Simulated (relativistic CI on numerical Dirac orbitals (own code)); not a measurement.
Method of calculation: Dirac-Coulomb-Breit CI, separate exchange-only KLI orbitals for each configuration, QED by a radiative potential, unscaled Slater integrals (own radial code, finite nucleus).

The strongest absorption lines from the ground level of an ion, among the configurations computed and to levels below about 119 eV (vacuum wavelength in Å, gf): 104.50 (0.42), 105.14 (0.29), 105.70 (0.15), 218.95 (1.2), 219.80 (2.3), 221.27 (3.4), 417.67 (0.12), 428.44 (0.18).

Which ion is it?
A. Cr¹¹⁺
B. Cr⁹⁺
C. Ni¹³⁺
D. Ti⁷⁺

B. Cr⁹⁺ has 15 electrons and the ground level 3s²3p³ ⁴S°3/2; the strongest line goes to 3s²3p²3d ⁴P5/2. The pattern of lines fixes the number of electrons, and along that sequence the line energies rise steadily with the charge (about as its square where n changes within one kind of shell, about linearly where n is kept but much faster in heavy ions where fine structure, which grows about as Z⁴, sets the gap, and irregularly where shells cross), which fixes Z. Configurations outside the model, such as inner-shell arrays, can give stronger lines. At this charge energies of transitions that change n are usually good to better than 1 %, and those within a shell (Δn = 0) to a few per cent.

LS names give the leading component of a level, which can be under half, so a name can repeat, a term be missing and a line seem to break the LS rules.
